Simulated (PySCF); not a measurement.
Computed shifts of a molecule C3H10FNSi, PBE0/pcSseg-1 run with PySCF, GIAO, gas phase, atoms alike by connectivity averaged where their shifts nearly agree, in ppm (number of nuclei): ¹³C: 53.0 (1), 51.8 (1), 47.1 (1). ¹⁵N: 30.5 (1). ²⁹Si: 0.7 (1). ¹⁹F: -231.5 (1). ¹H: 5.49 (1), 5.11 (1), 2.56 (1), 2.45 (6), 1.75 (1). References: ¹³C against TMS (σ = 186.3 ppm); ¹⁵N against NH3 (σ = 267.4 ppm); ²⁹Si against TMS (σ = 352.7 ppm); ¹⁹F against CFCl3 (σ = 167.2 ppm); ¹H against TMS (σ = 31.56 ppm), references at their B3LYP-D3(BJ)/def2-TZVP geometries, non-relativistic. Geometry optimised at B3LYP-D3(BJ)/def2-SVP. The values are those of a single conformer.

Problem. Identify the compound among the candidates.
A) CCN(C)[SiH2]F
B) C[Si](C)(F)CN
C) CN(C)[Si@H](C)F
D) CN(C)C[SiH2]F

Solution. D, CN(C)C[SiH2]F
